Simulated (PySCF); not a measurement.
C2H9ClOSi2, SMILES [SiH2]([Si@@H](Cl)OC)C. Heavy atoms are numbered as in [CH3:1][O:2][Si@H:3]([Cl:4])[SiH2:5][CH3:6]. Hydrogens are named by the atom that carries them.

Coordinates come from a r2SCAN-D4/def2-SVP optimisation. The structure was generated by enumeration; whether it is a known compound was not checked. The values are those of a single conformer.

All values below come from PBE0/def2-TZVP run with PySCF.

ESP charges are fitted to the potential on shells at 1.4 to 2.0 van der Waals radii. Atomic charges (e), one atom of each kind:

```
atom          IAO  ESP fit
----------  -----  -------
C1 (CH3)    -0.21    -0.25
O2          -0.64      [?]
Si3 (SiH)    0.88     0.19
Cl4         -0.36      [?]
Si5 (SiH2)   0.48      [?]
C6 (CH3)    -0.72      [?]
H on C1      0.14     0.13
H on Si3    -0.15      [?]
H on Si5    -0.10    -0.09
H on C6      0.16     0.18
```

Problem. Complete the blanks. (The exact figures need the calculation; the answer reports its results.)

Solution. 
- O2, ESP fit: -0.25
- Cl4, ESP fit: -0.16
- Si5 (SiH2), ESP fit: 0.40
- C6 (CH3), ESP fit: -0.67
- H on Si3, ESP fit: -0.02

Problem. Give the Mayer and Wiberg (Löwdin basis) orders of the bonds. (The exact figures need the calculation; the answer reports its results.)

Solution. 
```json
[
 {"bond": "C1–O2", "Mayer": "0.95", "Wiberg": "1.51"},
 {"bond": "O2–Si3", "Mayer": "1.21", "Wiberg": "1.59"},
 {"bond": "Si3–Cl4", "Mayer": "1.08", "Wiberg": "1.73"},
 {"bond": "Si3–Si5", "Mayer": "0.94", "Wiberg": "1.06"},
 {"bond": "Si5–C6", "Mayer": "1.01", "Wiberg": "1.26"}
]
```
